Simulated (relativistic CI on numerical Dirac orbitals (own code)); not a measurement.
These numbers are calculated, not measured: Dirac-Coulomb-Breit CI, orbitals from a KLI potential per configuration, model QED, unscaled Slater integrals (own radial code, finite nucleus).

The strongest absorption lines from the ground level of an ion, among the configurations computed and to levels below about 263 eV (vacuum wavelength in nm, gf): 5.4163 (0.34), 5.5483 (0.26), 5.6562 (0.21), 5.6861 (0.26), 5.7344 (0.21), 5.8713 (0.18), 5.9609 (0.21), 6.1086 (0.13).

Which ion is it?
A. Au37+
B. Os34+
C. Pb40+
D. Au35+

A. Au37+ has 42 electrons and the ground level 4s²4p⁶4d⁶ ³F4; the strongest line goes to 4s²4p⁶4d⁵4f ³I°5. The pattern of lines fixes the number of electrons, and along that sequence the line energies rise steadily with the charge (about as its square where n changes within one kind of shell, about linearly where n is kept but much faster in heavy ions where fine structure, which grows about as Z⁴, sets the gap, and irregularly where shells cross), which fixes Z. Configurations outside the model, such as inner-shell arrays, can give stronger lines. At this charge energies of transitions that change n are usually good to better than 1 %, and those within a shell (Δn = 0) to a few per cent. Terms inside the open d or f shell come out 10 to 20 % too wide with unscaled integrals.

LS names give the leading component of a level, which can be under half, so a name can repeat, a term be missing and a line seem to break the LS rules.
